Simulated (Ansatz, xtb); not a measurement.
Isomers of C5H6Ge in order of energy

3 gas-phase structures of C5H6Ge, from a drawn sample of its isomers (lower ones may exist). Each was relaxed with GFN2-xTB:

A. `C#CC#C[CH2][GeH3]`, a singlet
B. `C#C[CH]([GeH3])C#C`, a singlet
C. `C#CCC#[C][GeH3]`, a singlet

Task: Which do you expect lowest at r2SCAN-D4/def2-SVP//GFN2-xTB, and how would the others follow?

Result: Calculated order at r2SCAN-D4/def2-SVP//GFN2-xTB: A (0.0), C (37.3), B (68.1) kJ/mol.

Energies above the lowest of each column, in kJ/mol; the last columns are at r2SCAN-D4/def2-SVP geometries:

```csv
structure,GFN2-xTB,HF/STO-3G,r2SCAN-D4/def2-SVP//GFN2-xTB,r2SCAN-D4/def2-SVP,CCSD(T)/def2-SVP + ΔMP2/def2-TZVPP
A,0.0,12.8,0.0,0.0,0.0
C,7.7,0.0,37.3,37.5,7.1
B,39.2,67.5,68.1,65.5,35.8
```

CCSD(T)/def2-SVP + ΔMP2/def2-TZVPP puts A lowest; HF/STO-3G picks C. ΔMP2 is the change of the MP2 energy from the smaller to the larger basis.

Programs: Ansatz 0.2.0, xtb 6.7.1.
